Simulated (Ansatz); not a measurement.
CH₆AlIn, SMILES `[AlH2][CH2][InH2]`, relaxed with RKS PBE0-D4/def2-TZVP in Ansatz from a GFN2-xTB geometry. The force threshold is 0.005 eV/Å; the program also tests the step.

Charge 0, multiplicity 1. In: def2 effective core potential.

Start:

```xyz
9

Al   -1.075    1.078    0.622
C    -0.455    0.109   -0.972
In    1.192   -1.079   -0.007
H    -1.495    0.279    1.901
H    -0.977    2.609    0.826
H     0.051    0.716   -1.739
H    -1.117   -0.611   -1.473
H     1.091   -2.698    0.633
H     2.785   -0.403    0.209
```

**Question.** By how much does the energy fall, and how many steps does the optimiser take? (Estimate.)

**Answer.** The calculation gave: 0.23 eV, in 17 steps, 1 of them rejected.

**Question.** Which bonds change most? (Best estimate.)

**Answer.** Computed: C2–In3 from 2.248 to 2.157 Å; Al1–H5 from 1.548 to 1.590 Å; Al1–C2 from 1.965 to 1.929 Å; Al1–H4 from 1.566 to 1.590 Å.

**Question.** Give the relaxed structure. (Estimate.)

**Answer.** The calculation gave: 
```xyz
9

Al   -1.172    1.106    0.658
C    -0.341    0.030   -0.711
In    1.394   -1.096   -0.097
H    -2.304    0.486    1.585
H    -0.681    2.598    0.908
H     0.010    0.666   -1.529
H    -1.047   -0.718   -1.085
H     1.186   -2.702    0.499
H     2.955   -0.371   -0.228
```
